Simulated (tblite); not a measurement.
C8H11F3.
Z-matrix (Å and degrees, GFN2-xTB geometry), rows numbered from 1:
```
F 
C   1  1.3555
F   2  1.3575  1  105.96
C   2  1.5155  1  110.75  3  -120.65
C   4  1.5350  2  115.25  1   170.65
F   5  1.3706  4  114.29  2   116.11
C   5  1.5404  4   90.52  2  -124.72
C   7  1.5275  5  115.59  4  -102.25
C   8  1.5311  7  105.12  5    79.35
C   9  1.5303  8  104.17  7    34.17
C  10  1.5226  9  103.97  8   -37.04
H   2  1.1016  1  107.78  3   114.76
H   4  1.0903  2  108.44  1   -61.82
H   5  1.0937  4  114.44  2    -7.19
H   7  1.0880  5  113.51  4   125.39
H   8  1.0885  7  111.67  5   -42.48
H   8  1.0903  7  109.21  5  -162.50
H   9  1.0902  8  109.90  7   -84.15
H   9  1.0883  8  112.02  7   155.70
H  10  1.0893  9  112.84  8  -158.79
H  10  1.0908  9  110.02  8    79.98
H  11  1.0878  4  113.25  2     4.78
```

Computed values, GFN2-xTB/tblite, gas phase, harmonic and unscaled. The method is semi-empirical: single wavenumbers can be off by several per cent or more. One conformer, not necessarily the lowest.

Harmonic wavenumbers (cm⁻¹): 49.0, 57.8, 134.4, 147.7, 200.0, 241.5, 297.0, 333.3, 408.8, 477.3, 533.0, 561.2, 606.9, 664.8, 781.3, 828.9, 865.5, 900.3, 935.1, 939.8, 970.4, 1008.6, 1016.9, 1029.3, 1049.4, 1067.6, 1091.9, 1103.1, 1111.4, 1137.2, 1143.7, 1163.3, 1182.1, 1187.2, 1211.0, 1220.5, 1239.3, 1246.4, 1266.9, 1278.9, 1281.8, 1298.1, 1303.9, 1316.8, 1320.9, 1336.2, 1477.4, 1480.9, 1501.1, 2885.3, 2949.2, 2986.3, 2990.7, 2995.1, 3001.6, 3004.9, 3010.8, 3015.6, 3020.9, 3024.7.

A = 1760, B = 837.6, C = 693.8 MHz; mass 164.081 u (most abundant isotopes); point group C1, symmetry number 1.

What is the zero-point energy?

Half the sum of the wavenumbers: 38945 cm⁻¹ = 465.89 kJ/mol.

What is S at 298.15 K and 1 bar for an ideal gas of classical rigid rotors and harmonic oscillators?

Translation 172.47, rotation 126.07, vibration 114.67: S = 413.2 J/(mol K).

And Cp and H(298.15 K) − H(0)?

Cp = 163.61 J/(mol K), of which vibrations give 130.36 (their classical limit is 60 R = 498.9); H(298.15 K) − H(0) = 28.16 kJ/mol without the zero-point energy, 18.25 from vibrations.

Blend soft modes into free rotors: weight 1/[1 + (100 cm⁻¹/ν̃)⁴] for the oscillator and the rest for a rotor with moment μB/(μ + B), μ = h/(8π²ν), B = 10⁻⁴⁴ kg m². What vibrational entropy results?

104.89 J/(mol K) in place of 114.67, which changes −T·S at 298.15 K by +2.91 kJ/mol.

What must be added to the electronic energy to get the Gibbs energy at 298.15 K and 1 bar?

ZPE + [H(298.15 K) − H(0)] − T·S = 465.89 + 28.16 − 123.20 = 370.85 kJ/mol.

Hindered rotation and anharmonicity are outside this model. Other conformers, if any are populated, would add a mixing term that is left out. The structure is chiral; the term R ln 2 for an equal mix with its mirror image is left out.

On Arm Neoverse V1, one thread, on a shared host, this took 0.97 s wall. The figure is for the frequency step alone.
